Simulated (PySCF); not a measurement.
Electronic structure of Rh (rhodium, neutral) at the B3LYP level

Configuration: [Kr] 4d8 5s1, high-spin 4F determinant. Computed with PySCF 2.14 in cc-pVDZ-PP with ECP28MDF (4s4p3d1f, 38 functions), with scalar relativity through the core potential.

- Total energy: -110.1704 hartree
- One-electron energy: -193.2894 hartree
- Hartree (Coulomb) energy: 94.5132 hartree
- Exchange-correlation energy: -11.3942 hartree
- ⟨S²⟩: 3.7507
- ⟨L²⟩: 12.013
- Sum of ⟨r⟩: 24.70 bohr
- Sum of ⟨r²⟩: 48.04 bohr²
- Time after the integrals: 0.29 s of wall time on 1 thread of Intel(R) Xeon(R) 6975P-C (shared host)

```
shell  electrons  mean orbital energy (eV)  spread (eV)  rms radius, mean of both spins (bohr)
 4s α          1                   -87.756            0                                   1.05
 4s β          1                   -85.814            0                                   1.05
 4p α          3                   -54.517            0                                   1.17
 4p β          3                   -52.412            0                                   1.17
 4d α          5                    -7.748        0.780                                   1.77
 4d β          3                    -6.491            0                                   1.77
 5s α          1                    -5.277            0                                   3.54
```

Energies and moments cover only the electrons outside the core potential.
